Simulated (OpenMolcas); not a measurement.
C²⁺: input and output

Input:

```
&GATEWAY
Coord
1

C 0.0 0.0 0.0
Basis=ANO-RCC-VTZP
Group=XYZ
NoMove
AngMom=0.0 0.0 0.0
AMFI
&SEWARD
Relativistic=R03O02
* reference wave functions (RASSCF and RASSI steps not shown): 2 electrons in 8 orbitals (2s 2p 3s 3p)
>>> COPY JOB001 $Project.JobIph
&CASPT2
Multistate=3 1 2 3
Frozen=1 0
IPEA=0.3
Sig2=0.5
MaxIter=60
WThr=0.0 0.3 0.05
PrWF=0.5
NoMix
>>> COPY JOB002 $Project.JobIph
&CASPT2
Multistate=7 1 2 3 4 5 6 7
Frozen=1 0
IPEA=0.3
Sig2=0.5
MaxIter=60
WThr=0.0 0.3 0.05
PrWF=0.5
NoMix
>>> COPY JOB003 $Project.JobIph
&CASPT2
Multistate=3 1 2 3
Frozen=1 0
IPEA=0.3
Sig2=0.5
MaxIter=60
WThr=0.0 0.3 0.05
PrWF=0.5
NoMix
...
```

Launched by
```bash
OMP_NUM_THREADS=1 MOLCAS_MEM=2252 MOLCAS_PROJECT=a pymolcas a.inp > a.log  # once for each step of the input, in one work folder
```

Output, cut to the results:

```
--- CASPT2 ---
Orbital specifications:
      -----------------------

      Symmetry species                           1   2
                                                ag  au
      Frozen orbitals                            1   0
      Inactive orbitals                          0   0
      Active orbitals                            2   6
      Secondary orbitals                        11  10
      Deleted orbitals                           0   0
      Number of basis functions                 14  16
Type of calculation                        MS-CASPT2
      Fock operator                              state-specific
      IPEA shift                                 0.30
      Real shift                                 0.00
      Imaginary shift                            0.00
      Sigma^2 regularizer                        0.50
      The input orbitals will be transformed to quasi-canonical
Reference energy:         -35.8596908195
      E2 (Non-variational):      -0.0054819233
      Shift correction:           0.0000000001
      E2 (Variational):          -0.0054819232
      Total energy:             -35.8651727427
      Residual norm:              0.0000001319
      Reference weight:           0.99855
      Contributions to the CASPT2 correlation energy
      Active & Virtual Only:         -0.0054819233
      One Inactive Excited:           0.0000000000
      Two Inactive Excited:           0.0000000000
Reference energy:         -35.8596908195
      E2 (Non-variational):      -0.0054819234
      Shift correction:           0.0000000001
      E2 (Variational):          -0.0054819233
      Total energy:             -35.8651727428
      Residual norm:              0.0000001319
      Reference weight:           0.99855
      Contributions to the CASPT2 correlation energy
      Active & Virtual Only:         -0.0054819234
      One Inactive Excited:           0.0000000000
      Two Inactive Excited:           0.0000000000
::    CASPT2 Root  1     Total energy:    -35.86517274
::    CASPT2 Root  2     Total energy:    -35.86517274
::    CASPT2 Root  3     Total energy:    -35.86517274
::    MS-CASPT2 Root  1     Total energy:    -35.86517274
::    MS-CASPT2 Root  2     Total energy:    -35.86517274
::    MS-CASPT2 Root  3     Total energy:    -35.86517274
--- CASPT2 ---
Orbital specifications:
      -----------------------

      Symmetry species                           1   2
                                                ag  au
      Frozen orbitals                            1   0
      Inactive orbitals                          0   0
      Active orbitals                            2   6
      Secondary orbitals                        11  10
      Deleted orbitals                           0   0
      Number of basis functions                 14  16
Type of calculation                        MS-CASPT2
      Fock operator                              state-specific
      IPEA shift                                 0.30
      Real shift                                 0.00
      Imaginary shift                            0.00
      Sigma^2 regularizer                        0.50
      The input orbitals will be transformed to quasi-canonical
Reference energy:         -36.4925200208
      E2 (Non-variational):      -0.0031508283
      Shift correction:          -0.0000000000
      E2 (Variational):          -0.0031508283
      Total energy:             -36.4956708490
      Residual norm:              0.0000000000
      Reference weight:           0.99915
      Contributions to the CASPT2 correlation energy
      Active & Virtual Only:         -0.0031508283
      One Inactive Excited:           0.0000000000
      Two Inactive Excited:           0.0000000000
Reference energy:         -35.7849929748
      E2 (Non-variational):      -0.0360414724
      Shift correction:          -0.0003818802
      E2 (Variational):          -0.0364233526
      Total energy:             -35.8214163274
      Residual norm:              0.0000001083
      Reference weight:           0.97913
      Contributions to the CASPT2 correlation energy
      Active & Virtual Only:         -0.0360414724
      One Inactive Excited:           0.0000000000
      Two Inactive Excited:           0.0000000000
::    CASPT2 Root  1     Total energy:    -36.49567085
::    CASPT2 Root  2     Total energy:    -35.82141633
::    CASPT2 Root  3     Total energy:    -35.82141685
::    CASPT2 Root  4     Total energy:    -35.82141643
::    CASPT2 Root  5     Total energy:    -35.82141640
::    CASPT2 Root  6     Total energy:    -35.82142032
::    CASPT2 Root  7     Total energy:    -35.65518568
::    MS-CASPT2 Root  1     Total energy:    -36.49573344
::    MS-CASPT2 Root  2     Total energy:    -35.82142054
::    MS-CASPT2 Root  3     Total energy:    -35.82141704
::    MS-CASPT2 Root  4     Total energy:    -35.82141656
::    MS-CASPT2 Root  5     Total energy:    -35.82141627
::    MS-CASPT2 Root  6     Total energy:    -35.82141591
::    MS-CASPT2 Root  7     Total energy:    -35.65512308
--- CASPT2 ---
Orbital specifications:
      -----------------------

      Symmetry species                           1   2
                                                ag  au
      Frozen orbitals                            1   0
      Inactive orbitals                          0   0
      Active orbitals                            2   6
      Secondary orbitals                        11  10
      Deleted orbitals                           0   0
      Number of basis functions                 14  16
Type of calculation                        MS-CASPT2
      Fock operator                              state-specific
      IPEA shift                                 0.30
      Real shift                                 0.00
      Imaginary shift                            0.00
      Sigma^2 regularizer                        0.50
      The input orbitals will be transformed to quasi-canonical
Reference energy:         -36.2512600330
...
```

Levels above the lowest, from the spin-orbit matrix with the single-state CASPT2 energies, averaged by term, on its diagonal:

```json
{"Configuration": "2s2", "Term": "1S", "J": "0", "E (cm-1)": "0.0", "Measured (cm-1)": "0.0", "g": "", "Term weight %": "100"}
{"Configuration": "2s 2p", "Term": "3P*", "J": "0", "E (cm-1)": "52468", "Measured (cm-1)": "52367", "g": "", "Term weight %": "100"}
{"Configuration": "2s 2p", "Term": "3P*", "J": "1", "E (cm-1)": "52495", "Measured (cm-1)": "52391", "g": "1.501", "Term weight %": "100"}
{"Configuration": "2s 2p", "Term": "3P*", "J": "2", "E (cm-1)": "52549", "Measured (cm-1)": "52447", "g": "1.501", "Term weight %": "100"}
{"Configuration": "2s 2p", "Term": "1P*", "J": "1", "E (cm-1)": "104900", "Measured (cm-1)": "102352", "g": "1.000", "Term weight %": "100"}
{"Configuration": "2p2", "Term": "3P", "J": "0", "E (cm-1)": "138326", "Measured (cm-1)": "137426", "g": "", "Term weight %": "100"}
{"Configuration": "2p2", "Term": "3P", "J": "1", "E (cm-1)": "138352", "Measured (cm-1)": "137454", "g": "1.501", "Term weight %": "100"}
{"Configuration": "2p2", "Term": "3P", "J": "2", "E (cm-1)": "138405", "Measured (cm-1)": "137502", "g": "1.501", "Term weight %": "100"}
{"Configuration": "2p2", "Term": "1D", "J": "2", "E (cm-1)": "147982", "Measured (cm-1)": "145876", "g": "1.000", "Term weight %": "100"}
{"Configuration": "2p2", "Term": "1S", "J": "0", "E (cm-1)": "184465", "Measured (cm-1)": "182520", "g": "", "Term weight %": "100"}
```

Against the 9 measured excited levels shown (Moore, Selected Tables of Atomic Spectra, NSRDS-NBS 3, section 3) the mean absolute deviation is 1100 cm-1; the largest miss in energy is 2s 2p 1P* 1: computed 104900, measured 102352 cm-1 (+2.5 %).

Active for correlation alone: 3p 3s; no level in the range computed is led by a configuration that fills them, so any true level of that kind is missing. Computed and measured levels are paired by configuration, term and J; levels that our copy of the source lacks, or whose pairing is in doubt (as where it misses far off the trend of its configuration), stay unpaired and out of the deviations. Only configurations of the active space appear. The first state left out of the spin-orbit step lies near 250000 cm-1 above the lowest spin-free state of the reference (among the parities and spins computed), and the list stops at four fifths of that energy or lower.

The term weight is that of the spin-free term in the level, not the purity of its configuration. * marks odd parity.
